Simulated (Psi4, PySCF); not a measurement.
C3H5 (SMILES [CH-]1CC1), charge -1, singlet, at a GFN2-xTB geometry. Base run: PySCF with HF/6-31G*, TDA.

The PySCF input:
```python
from pyscf import gto, scf, tdscf

mol = gto.M(
    atom='''
C    -0.01075075    0.96016996    0.09341244
C     0.75577748   -0.34450835    0.02662440
C    -0.74825136   -0.36088374    0.02184688
H    -0.01259673    1.43179750   -0.94199642
H     1.25539163   -0.74361368   -0.87634220
H     1.26166067   -0.70938769    0.92963389
H    -1.25179611   -0.73675342    0.92164993
H    -1.23331166   -0.77070990   -0.88424753
''',
    basis='6-31g*',
    charge=-1,
    verbose=3,
)

mf = scf.RHF(mol)
mf.kernel()
td = mf.TDA()
td.nstates = 5
td.kernel()
td.analyze()
```

Programs used: Psi4, PySCF; a row that names a program was run with it.

Variants of this job, named by their change:

| change | first excitation (eV) | oscillator strength of the first | second (eV) |
|---|---|---|---|
| base | 6.56 | 0.042 | 7.66 |
| conv_tol = 1e-3 | 6.56 | 0.042 | 7.66 |
| code = psi4 | 6.56 | 0.042 | 7.66 |
| functional = m062x | 5.24 | 0.031 | 6.02 |
| functional = b3lyp | 4.66 | 0.025 | 5.48 |
| nstates = 15 | 6.56 | 0.042 | 7.66 |
| functional = pbe | 4.20 | 0.024 | 5.12 |
| functional = wb97x | 5.53 | 0.032 | 6.28 |
| functional = lc_wpbe | 5.84 | 0.037 | 6.63 |
| guess vectors = 13 for 5 states | 6.56 | 0.042 | 7.66 |
| nstates = 2 | 6.56 | 0.042 | 7.66 |

An iterative solver can miss low states, so a row lists the states that it found.
